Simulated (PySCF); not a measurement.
input.py for Cl

Input:

```python
from pyscf import gto, scf

mol = gto.M(
    atom='Cl 0 0 0',
    basis='cc-pvtz',
    charge=0,
    spin=1,
    symmetry=True,
    verbose=4,
)
mf = scf.ROHF(mol)
mf.kernel()
mf.dip_moment()
print('orbital energies (hartree):', mf.mo_energy[..., max(0, mol.nelec[1]-3):mol.nelec[0]+3].round(4))
```

```bash
$ OMP_NUM_THREADS=1 python input.py
```

The log (some set-up lines and the per-cycle HOMO/LUMO lines with their warnings removed):

```
PySCF version 2.14.0

[INPUT] verbose = 4
[INPUT] num. atoms = 1
[INPUT] num. electrons = 17
[INPUT] charge = 0
[INPUT] spin (= nelec alpha-beta = 2S) = 1
[INPUT] symmetry True subgroup None
[INPUT] Mole.unit = angstrom
[INPUT] Symbol           X                Y                Z      unit          X                Y                Z       unit  Magmom
[INPUT]  1 Cl     0.000000000000   0.000000000000   0.000000000000 AA    0.000000000000   0.000000000000   0.000000000000 Bohr   0.0

nuclear repulsion = 0
point group symmetry = SO3
symmetry origin: [0. 0. 0.]
symmetry axis x: [1. 0. 0.]
symmetry axis y: [0. 1. 0.]
symmetry axis z: [0. 0. 1.]
num. orbitals of irrep s+0 = 5
num. orbitals of irrep p-1 = 4
num. orbitals of irrep p+0 = 4
num. orbitals of irrep p+1 = 4
num. orbitals of irrep d-2 = 2
num. orbitals of irrep d-1 = 2
num. orbitals of irrep d+0 = 2
num. orbitals of irrep d+1 = 2
num. orbitals of irrep d+2 = 2
num. orbitals of irrep f-3 = 1
num. orbitals of irrep f-2 = 1
num. orbitals of irrep f-1 = 1
num. orbitals of irrep f+0 = 1
num. orbitals of irrep f+1 = 1
num. orbitals of irrep f+2 = 1
num. orbitals of irrep f+3 = 1
number of shells = 9
number of NR pGTOs = 59
number of NR cGTOs = 34
basis = cc-pvtz
ecp = {}

******** <class 'pyscf.scf.hf_symm.SymAdaptedROHF'> ********
method = SymAdaptedROHF
initial guess = minao
damping factor = 0
level_shift factor = 0
DIIS = <class 'pyscf.scf.diis.CDIIS'>
diis_start_cycle = 1
diis_space = 8
diis_damp = 0
SCF conv_tol = 1e-09
SCF conv_tol_grad = None
SCF max_cycles = 50
direct_scf = True
direct_scf_tol = 1e-13
num. doubly occ = 8  num. singly occ = 1
Freeze 0 electrons in irreps []
    17 free electrons in irreps s+0 p-1 p+0 p+1 d-2 d-1 d+0 d+1 d+2 f-3 f-2 f-1 f+0 f+1 f+2 f+3
Set gradient conv threshold to 3.16228e-05
init E= -459.267133697532
cycle= 1 E= -459.476565894182  delta_E= -0.209  |g|= 0.0705  |ddm|= 0.481
cycle= 2 E= -459.478654389734  delta_E= -0.00209  |g|= 0.0257  |ddm|= 0.0883
cycle= 3 E= -459.478759264582  delta_E= -0.000105  |g|= 0.00288  |ddm|= 0.0117
cycle= 4 E= -459.478762185415  delta_E= -2.92e-06  |g|= 0.00035  |ddm|= 0.0027
cycle= 5 E= -459.478762245686  delta_E= -6.03e-08  |g|= 4.93e-05  |ddm|= 0.000411
cycle= 6 E= -459.478762246426  delta_E= -7.39e-10  |g|= 2.08e-06  |ddm|= 4.68e-05
Extra cycle  E= -459.478762246428  delta_E= -2.61e-12  |g|= 5.48e-07  |ddm|= 2.34e-06
converged SCF energy = -459.478762246428
Dipole moment(X, Y, Z, Debye):  0.00000,  0.00000,  0.00000
orbital energies (hartree): [-1.0722 -0.4902 -0.4902 -0.2975  0.4726  0.4828  0.4828]
```

In short: E(SCF) = -459.478762 Eh, 6 cycles.

Run time: 0.67 s on 1 thread of Arm Neoverse V1 (shared host).

No search for the lowest solution was made.
